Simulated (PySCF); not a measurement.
Isomers of C5H14O2Si2, mass 162.053 u with the commonest isotopes. The calculation used PBE0/pcSseg-1 in PySCF (dipole) on a GFN2-xTB geometry, gas phase. One conformer each, none proved a minimum here; rigid rotors.

**Question.** Order these by out-of-plane moment Σ m c² = (Ia + Ib − Ic)/2, smallest first.
A. `[CH3:1][CH2:2][O:3][Si@@H:4]1[CH2:5][C@H:6]([CH3:7])[SiH2:8][O:9]1` with C1–C2–O3–Si4 179°, C2–O3–Si4–C5 176°, O3–Si4–C5–C6 -145°, Si4–C5–C6–C7 160°, C5–C6–Si8–O9 -27°, C6–Si8–O9–Si4 9°
B. `[CH3:1][CH2:2][O:3][Si@@H:4]1[CH2:5][CH2:6][Si@@H:7]([OH:8])[CH2:9]1` with C1–C2–O3–Si4 -174°, C2–O3–Si4–C5 179°, C6–Si7–O8–H -62°, O3–Si4–C5–C6 -154°, Si4–C5–C6–Si7 42°, C5–C6–Si7–O8 -146°, C6–Si7–C9–Si4 8°
C. `[CH3:1][CH2:2][O:3][C@@H:4]1[CH2:5][Si@@H:6]([OH:7])[CH2:8][SiH2:9]1` with C1–C2–O3–C4 -177°, C2–O3–C4–C5 -75°, C5–Si6–O7–H -61°, O3–C4–C5–Si6 -59°, C4–C5–Si6–O7 -149°, C5–Si6–C8–Si9 9°, Si6–C8–Si9–C4 15°
D. `[CH3:1][O:2][C@H:3]1[CH2:4][C@@H:5]([SiH2:6][O:7][SiH3:8])[CH2:9]1` with C1–O2–C3–C4 76°, C4–C5–Si6–O7 -178°, O2–C3–C4–C5 128°, C3–C4–C5–Si6 -133°, C4–C5–C9–C3 12°, O2–C3–C9–C5 -132°
E. `[CH3:1][CH2:2][O:3][C@@H:4]1[CH2:5][CH2:6][Si@H:7]([OH:8])[SiH2:9]1` with C1–C2–O3–C4 80°, C2–O3–C4–C5 -145°, C6–Si7–O8–H -55°, O3–C4–C5–C6 -60°, C4–C5–C6–Si7 -48°, C5–C6–Si7–O8 142°, C6–Si7–Si9–C4 6°
F. `[CH3:1][C:2](=[O:3])[CH2:4][O:5][CH2:6][Si@H:7]([CH3:8])[SiH3:9]` with C1–C2–C4–O5 40°, C2–C4–O5–C6 75°, C4–O5–C6–Si7 -178°, O5–C6–Si7–C8 -53°
G. `[CH3:1][SiH2:2][O:3][C@@H:4]1[CH2:5][CH2:6][Si@H:7]([OH:8])[CH2:9]1` with C1–Si2–O3–C4 177°, Si2–O3–C4–C5 -86°, C6–Si7–O8–H -57°, O3–C4–C5–C6 -62°, C4–C5–C6–Si7 -27°, C5–C6–Si7–O8 116°, C6–Si7–C9–C4 29°

**Answer.** D (42.75 u·Å²), B (46.37 u·Å²), A (55.37 u·Å²), F (72.18 u·Å²), G (84.15 u·Å²), C (84.47 u·Å²), E (111.79 u·Å²).

**Question.** Order these by radius of gyration √(Σ m r²/M), largest first.
A. `[CH3:1][CH2:2][O:3][Si@@H:4]1[CH2:5][C@H:6]([CH3:7])[SiH2:8][O:9]1` with C1–C2–O3–Si4 179°, C2–O3–Si4–C5 176°, O3–Si4–C5–C6 -145°, Si4–C5–C6–C7 160°, C5–C6–Si8–O9 -27°, C6–Si8–O9–Si4 9°
B. `[CH3:1][O:2][C@H:3]1[CH2:4][C@@H:5]([SiH2:6][O:7][SiH3:8])[CH2:9]1` with C1–O2–C3–C4 76°, C4–C5–Si6–O7 -178°, O2–C3–C4–C5 128°, C3–C4–C5–Si6 -133°, C4–C5–C9–C3 12°, O2–C3–C9–C5 -132°
C. `[CH3:1][CH2:2][O:3][Si@@H:4]1[CH2:5][CH2:6][Si@@H:7]([OH:8])[CH2:9]1` with C1–C2–O3–Si4 -174°, C2–O3–Si4–C5 179°, C6–Si7–O8–H -62°, O3–Si4–C5–C6 -154°, Si4–C5–C6–Si7 42°, C5–C6–Si7–O8 -146°, C6–Si7–C9–Si4 8°
D. `[CH3:1][SiH2:2][O:3][C@@H:4]1[CH2:5][CH2:6][Si@H:7]([OH:8])[CH2:9]1` with C1–Si2–O3–C4 177°, Si2–O3–C4–C5 -86°, C6–Si7–O8–H -57°, O3–C4–C5–C6 -62°, C4–C5–C6–Si7 -27°, C5–C6–Si7–O8 116°, C6–Si7–C9–C4 29°
E. `[CH3:1][C:2](=[O:3])[CH2:4][O:5][CH2:6][Si@H:7]([CH3:8])[SiH3:9]` with C1–C2–C4–O5 40°, C2–C4–O5–C6 75°, C4–O5–C6–Si7 -178°, O5–C6–Si7–C8 -53°
F. `[CH3:1][CH2:2][O:3][C@@H:4]1[CH2:5][CH2:6][Si@H:7]([OH:8])[SiH2:9]1` with C1–C2–O3–C4 80°, C2–O3–C4–C5 -145°, C6–Si7–O8–H -55°, O3–C4–C5–C6 -60°, C4–C5–C6–Si7 -48°, C5–C6–Si7–O8 142°, C6–Si7–Si9–C4 6°
G. `[CH3:1][CH2:2][O:3][C@@H:4]1[CH2:5][Si@@H:6]([OH:7])[CH2:8][SiH2:9]1` with C1–C2–O3–C4 -177°, C2–O3–C4–C5 -75°, C5–Si6–O7–H -61°, O3–C4–C5–Si6 -59°, C4–C5–Si6–O7 -149°, C5–Si6–C8–Si9 9°, Si6–C8–Si9–C4 15°

**Answer.** B (2.890 Å), E (2.812 Å), C (2.559 Å), A (2.464 Å), F (2.343 Å), G (2.297 Å), D (2.232 Å).

**Question.** Order these by rotational constant B, largest first.
A. `[OH:1][Si@@H:2]1[CH2:3][CH2:4][C@H:5]([O:6][CH2:7][SiH3:8])[CH2:9]1` with H–O1–Si2–C3 62°, C4–C5–O6–C7 75°, C5–O6–C7–Si8 178°, O1–Si2–C3–C4 -118°, Si2–C3–C4–C5 29°, C3–C4–C5–O6 60°, C4–C5–C9–Si2 50°
B. `[CH3:1][SiH2:2][O:3][C@@H:4]1[CH2:5][CH2:6][Si@H:7]([OH:8])[CH2:9]1` with C1–Si2–O3–C4 177°, Si2–O3–C4–C5 -86°, C6–Si7–O8–H -57°, O3–C4–C5–C6 -62°, C4–C5–C6–Si7 -27°, C5–C6–Si7–O8 116°, C6–Si7–C9–C4 29°
C. `[CH3:1][CH2:2][O:3][C@@H:4]1[CH2:5][CH2:6][Si@H:7]([OH:8])[SiH2:9]1` with C1–C2–O3–C4 80°, C2–O3–C4–C5 -145°, C6–Si7–O8–H -55°, O3–C4–C5–C6 -60°, C4–C5–C6–Si7 -48°, C5–C6–Si7–O8 142°, C6–Si7–Si9–C4 6°
D. `[CH3:1][CH2:2][O:3][C@@H:4]1[CH2:5][Si@@H:6]([OH:7])[CH2:8][SiH2:9]1` with C1–C2–O3–C4 -177°, C2–O3–C4–C5 -75°, C5–Si6–O7–H -61°, O3–C4–C5–Si6 -59°, C4–C5–Si6–O7 -149°, C5–Si6–C8–Si9 9°, Si6–C8–Si9–C4 15°
E. `[CH3:1][CH2:2][O:3][Si@@H:4]1[CH2:5][CH2:6][Si@@H:7]([OH:8])[CH2:9]1` with C1–C2–O3–Si4 -174°, C2–O3–Si4–C5 179°, C6–Si7–O8–H -62°, O3–Si4–C5–C6 -154°, Si4–C5–C6–Si7 42°, C5–C6–Si7–O8 -146°, C6–Si7–C9–Si4 8°
F. `[CH3:1][CH2:2][O:3][Si@@H:4]1[CH2:5][C@H:6]([CH3:7])[SiH2:8][O:9]1` with C1–C2–O3–Si4 179°, C2–O3–Si4–C5 176°, O3–Si4–C5–C6 -145°, Si4–C5–C6–C7 160°, C5–C6–Si8–O9 -27°, C6–Si8–O9–Si4 9°
G. `[CH3:1][O:2][C@H:3]1[CH2:4][C@@H:5]([SiH2:6][O:7][SiH3:8])[CH2:9]1` with C1–O2–C3–C4 76°, C4–C5–Si6–O7 -178°, O2–C3–C4–C5 128°, C3–C4–C5–Si6 -133°, C4–C5–C9–C3 12°, O2–C3–C9–C5 -132°
H. `[CH3:1][C:2](=[O:3])[CH2:4][O:5][CH2:6][Si@H:7]([CH3:8])[SiH3:9]` with C1–C2–C4–O5 40°, C2–C4–O5–C6 75°, C4–O5–C6–Si7 -178°, O5–C6–Si7–C8 -53°

**Answer.** B (839.9 MHz), D (812.1 MHz), A (754.4 MHz), C (676.5 MHz), F (605.0 MHz), E (548.7 MHz), H (454.9 MHz), G (399.8 MHz).

```
                          SMILES  point group  Ia (u·Å²)  Ib (u·Å²)  Ic (u·Å²)      κ  μa (D)  μb (D)  μc (D)
   CCO[C@@H]1C[Si@@H](O)C[SiH2]1           C1     317.28     622.30     770.64  -0.67    0.73    1.53    1.59
CO[C@H]1C[C@@H]([SiH2]O[SiH3])C1           C1     132.29    1264.02    1310.81  -0.99    0.61    0.40    1.19
    CCO[C@@H]1CC[Si@H](O)[SiH2]1           C1     254.74     747.04     778.21  -0.96    2.23    0.18    0.04
       CCO[Si@@H]1CC[Si@@H](O)C1           C1     186.42     921.02    1014.70  -0.95    0.38    0.07    0.11
    CCO[Si@@H]1C[C@H](C)[SiH2]O1           C1     204.05     835.38     928.69  -0.94    0.09    0.61    0.17
    C[SiH2]O[C@@H]1CC[Si@H](O)C1           C1     289.84     601.70     723.23  -0.73    1.28    1.58    0.04
        CC(=O)COC[Si@H](C)[SiH3]           C1     242.95    1110.96    1209.56  -0.96    1.30    1.47    0.68
    O[Si@@H]1CC[C@H](OC[SiH3])C1           C1     286.23     669.92     787.05  -0.80    1.37    2.51    0.01
```
